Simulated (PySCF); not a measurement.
PGME, SMILES COCC(C)O, singlet, GFN2-xTB optimised geometry. Atoms within 1.6 Å of the plane z = 0.0 Å (x, y, z in Å): O2 (-0.06, -2.02, -1.14), C3 (-0.56, -0.70, -1.22), C4 (-0.03, 0.06, 0.00), C5 (-0.51, 1.51, 0.00), O6 (1.37, 0.06, 0.00), H11 (-1.66, -0.71, -1.23), H12 (-0.40, -0.45, 0.90), H13 (-0.17, 2.01, -0.90), H14 (-1.60, 1.55, 0.05), H15 (-0.10, 2.02, 0.86), H16 (1.66, -0.84, -0.18).

Calculation: PBE0/def2-TZVP (PySCF). Cells within 0.4 Å of a nucleus heavier than hydrogen are left out (blank, or x).

Map of the deformation density (molecule minus spherical neutral atoms) (e/bohr³) on the plane z = 0.0 Å:

```
|1111111111111111111111111111111|
|1111111111111111111111111111111|
|1111111111111111111111111111111|
|1111111111111111111111111111111|
|1111111111111111111111111111111|
|1111111111111111111111111111111|
|1111111111111111111111111111111|
|1111111111111111111111111111111|
|1111111111221122111111111111111|
|1111111112564xx2111111111111111|
|111111111399xxx1111111111111111|
|1111111112454xx2111112211111111|
|1111111111222475201122221111111|
|1111111111111475111143221111111|
|11111111111101xx232xx4211111111|
|11111111111100xxx53xx0111111111|
|111111111111114x1220x3111111111|
|1111111111111221011375111111111|
|1111111111111111001232011111111|
|1111111111111111111100011111111|
|1111111111111111111110111111111|
|1111111111111111111111111111111|
|1111111111111122111111111111111|
|1111111111111222221111111111111|
|1111111111111222211111111111111|
|1111111111111111111111111111111|
|1111111111111111111111111111111|
|1111111111111111111111111111111|
|1111111111111111111111111111111|
|1111111111111111111111111111111|
|1111111111111111111111111111111|
```
Scale: ten equal steps from -0.028 (start of '0') to 0.113 (end of '9'), in the order '0123456789'; x runs from -4.50 to 4.50, y from -4.50 (bottom) to 4.50 (top).
